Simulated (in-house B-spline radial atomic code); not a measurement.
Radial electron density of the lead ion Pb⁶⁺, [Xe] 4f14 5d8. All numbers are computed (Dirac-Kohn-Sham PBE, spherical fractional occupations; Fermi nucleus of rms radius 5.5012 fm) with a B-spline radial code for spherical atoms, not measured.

Columns: r (bohr), 4πr²n(r) (electrons per bohr), bar.

```
0.000455    3.892 #
 0.00056    5.361 ##
0.000689    7.342 ##
0.000848       10 ###
 0.00104    13.46 ####
 0.00128    18.07 #####
 0.00158    24.13 #######
 0.00195    31.83 #########
 0.00239    41.03 ############
 0.00295    52.45 ###############
 0.00363    65.42 ###################
 0.00447     79.6 #######################
  0.0055    93.84 ###########################
 0.00676    106.6 ###############################
 0.00833    116.1 ##################################
  0.0102    120.4 ###################################
  0.0126      119 ##################################
  0.0155    113.3 #################################
  0.0191    107.5 ###############################
  0.0235    107.6 ###############################
  0.0289    117.5 ##################################
  0.0356    135.4 #######################################
  0.0438      151 ############################################
   0.054    152.4 ############################################
  0.0664      138 ########################################
  0.0818    123.1 ####################################
   0.101    126.4 #####################################
   0.124    141.9 #########################################
   0.152    141.2 #########################################
   0.188    111.5 ################################
   0.231    84.61 ########################
   0.284    86.72 #########################
    0.35     97.3 ############################
   0.431    83.58 ########################
    0.53    53.63 ###############
   0.652    33.02 ##########
   0.803    25.94 #######
   0.988     21.2 ######
    1.22     13.7 ####
     1.5    6.618 ##
    1.84     2.35 #
    2.27   0.5561 
    2.79  0.08416 
    3.43 0.006851 
    4.23 0.000245
```

On this grid the curve has 4 maxima, near 0.0102, 0.054, 0.124, 0.35 bohr.

The 5p3/2 radial function P(r) = rR(r), positive near the nucleus, with its small component Q(r) (sign convention: Q ≈ (P' + κP/r)/2c):

```json
{"r (bohr)": "0.000848", "P": "0.001287", "Q": "-0.0001991"}
{"r (bohr)": "0.00128", "P": "0.002771", "Q": "-0.0004275"}
{"r (bohr)": "0.00195", "P": "0.006017", "Q": "-0.0009283"}
{"r (bohr)": "0.00295", "P": "0.01271", "Q": "-0.001966"}
{"r (bohr)": "0.00447", "P": "0.02635", "Q": "-0.004096"}
{"r (bohr)": "0.00676", "P": "0.05264", "Q": "-0.008254"}
{"r (bohr)": "0.0102", "P": "0.09954", "Q": "-0.01584"}
{"r (bohr)": "0.0155", "P": "0.1752", "Q": "-0.02868"}
{"r (bohr)": "0.0235", "P": "0.2685", "Q": "-0.04648"}
{"r (bohr)": "0.0356", "P": "0.3225", "Q": "-0.06345"}
{"r (bohr)": "0.054", "P": "0.2165", "Q": "-0.06445"}
{"r (bohr)": "0.0818", "P": "-0.1261", "Q": "-0.03292"}
{"r (bohr)": "0.124", "P": "-0.4445", "Q": "0.0189"}
{"r (bohr)": "0.188", "P": "-0.1527", "Q": "0.03709"}
{"r (bohr)": "0.284", "P": "0.5632", "Q": "0.0006873"}
{"r (bohr)": "0.431", "P": "0.3685", "Q": "-0.0246"}
{"r (bohr)": "0.652", "P": "-0.7781", "Q": "-0.005176"}
{"r (bohr)": "0.988", "P": "-1.167", "Q": "0.01117"}
{"r (bohr)": "1.5", "P": "-0.5501", "Q": "0.006693"}
{"r (bohr)": "2.27", "P": "-0.09133", "Q": "0.001145"}
{"r (bohr)": "3.43", "P": "-0.003824", "Q": "4.819e-05"}
```
